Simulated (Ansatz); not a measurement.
Ansatz (a first-principles code) input file for chloro(methylsilyl)silane (CH7ClSi2), SMILES C[SiH2][SiH2]Cl, PBE0/def2-SVPD. The structure is a stationary point at B3LYP-D3(BJ)/def2-SVP. Other conformers were not sampled.

Ansatz 0.2 input:
```yaml
crystal:
  periodic: [false, false, false]
  atoms:
    - {symbol: Si, position_ang: [0.86435195, 0.29197927, 0.80789012]}
    - {symbol: Cl, position_ang: [1.57570838, 0.30443096, -1.16786254]}
    - {symbol: Si, position_ang: [-1.26064195, -0.69974490, 0.70435030]}
    - {symbol: C, position_ang: [-2.25471701, 0.16461817, -0.64757469]}
    - {symbol: H, position_ang: [0.81384024, 1.70601623, 1.27979923]}
    - {symbol: H, position_ang: [1.84460103, -0.45117014, 1.64914861]}
    - {symbol: H, position_ang: [-1.93548860, -0.59364089, 2.03431974]}
    - {symbol: H, position_ang: [-1.07682030, -2.14750435, 0.38683081]}
    - {symbol: H, position_ang: [-2.44894476, 1.21477309, -0.37859025]}
    - {symbol: H, position_ang: [-3.22186462, -0.33507353, -0.81344194]}
    - {symbol: H, position_ang: [-1.68600352, 0.15228295, -1.59032100]}
basis:
  gaussian:
    orbitals: def2-SVPD
hamiltonian:
  xc: {name: PBE0}
```

It prints:

```
WARN ansatz: RAYON_NUM_THREADS=1 ignored (pool sized by the plan → 1); use --threads N
Functional definition: PBE0
integrals: 0.09 GiB planned
1393 factors; their error is unknown
mean field: 0.75 GiB planned
mean field evaluation 1: about -29404.9751 eV, gradient 4.0e1 eV
mean field evaluation 2: about -29403.3149 eV, gradient 4.4e1 eV
mean field evaluation 4: about -29408.7731 eV, gradient 8.2e-1 eV
mean field evaluation 8: about -29408.9789 eV, gradient 1.6e-1 eV
mean field -29408.97897737 eV, -1080.7600432966 hartree, gradient 6.9e-5 eV, S^2 0.000000; 0 other end points of the search recorded, 0 dependent functions left out
reference -29408.97901966 eV, -1080.7600448507 hartree; 29, 29 occupied and 122, 122 virtual orbitals, 1393 factors
Total energy: -29408.97901966 eV, -1080.7600448507 hartree
```

The run converged.
